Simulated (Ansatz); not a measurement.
Reaction (ligand exchange at the Si–C bond): `NC[SiH](O)O` + HBr → `O[SiH](O)Br` + CH₃NH₂

Calculated with Ansatz (gas phase, PBE0-D4/def2-TZVP geometries, no zero-point term in ΔE). CCSD(T)/CBS adds triple-zeta CCSD(T) − MP2 to the extrapolated MP2 energy (def2 sets, frozen cores). For Br outer-core shells are correlated without core-valence functions, which leaves a few kJ/mol of doubt a bond. Scalar relativity is left out up to krypton. One conformer a species, not always the lowest.

`NC[SiH](O)O`:

```xyz
12

N    -0.614    0.519   -1.498
C     0.496    0.570   -0.537
Si    0.210   -0.762    0.765
O     1.001   -0.480    2.172
O    -1.417   -0.762    0.985
H    -0.533   -0.297   -2.094
H    -0.608    1.324   -2.111
H     1.497    0.519   -0.987
H     0.444    1.530   -0.011
H     0.713   -2.087    0.325
H     0.655    0.213    2.737
H    -1.842   -0.289    0.255
```

HBr:

Cartesian coordinates in Å:
```
Br -0.575 -0.137 -0.394
H 0.575 0.137 0.394
```

`O[SiH](O)Br`:

Cartesian coordinates in Å:
```
O -0.662 -1.422 -0.265
Si -0.348 0.124 0.109
O 0.653 0.770 -1.004
Br 0.650 0.312 2.094
H 0.075 -2.017 -0.413
H -1.650 0.799 0.192
H 1.280 1.434 -0.713
```

CH₃NH₂:

```xyz
7

C     0.446   -0.077   -0.344
N    -0.836   -0.100    0.340
H     1.196    0.603    0.085
H     0.294    0.210   -1.387
H     0.872   -1.083   -0.350
H    -1.254    0.821    0.347
H    -0.719   -0.375    1.307
```

```
             level  ΔE (kJ/mol)
   CCSD/def2-TZVPP       -108.0
SCS-MP2/def2-QZVPP       -115.3
```

Problem. What does CCSD(T)/CBS give? (Estimate.)

Solution. Computed: -111.8 kJ/mol. The listed levels differ from it by 3.8, -3.5 kJ/mol.

Largest T1 diagnostic among the species: 0.011.

The D4 term adds +3.5 kJ/mol with B3LYP and +2.2 kJ/mol with PBE0; it sums over pairs of atoms, weighted by their polarisabilities, and B3LYP, whose exchange is more repulsive, gets the larger term. In def2-TZVPP, CCSD(T) changes the Hartree–Fock value by +21.6 kJ/mol (the triples alone add +2.0 kJ/mol) and MP2 by +15.2 kJ/mol.

B3LYP here is the variant with VWN-RPA as its local correlation; programs differ in this.
